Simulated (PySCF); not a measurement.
C4H6Ge, SMILES C=[C](C#C)[GeH3].

Geometry optimised at B3LYP-D3(BJ)/def2-SVP. The structure was generated by enumeration, and PubChem lists no compound with its InChIKey, so it may never have been made.

Computed with PBE/def2-TZVP (PySCF).

The molecule is in vacuum.

Estimate the frontier levels, gap, dipole moment and polarisability. (The exact figures need the calculation; the answer reports its results.)


The highest occupied level is -6.20 eV, the lowest empty level is -2.15 eV and the orbital gap comes out as 4.05 eV. The dipole moment is 0.34 D. The quadrupole, principal values (traceless, Buckingham form, about the centre of nuclear charge) is -5.42, -0.60, 6.02 D·Å and the mean static polarisability comes out as 81.6 bohr³ (12.09 Å³). The polarisability, principal values comes out as 54.3, 82.8, 107.5 bohr³.
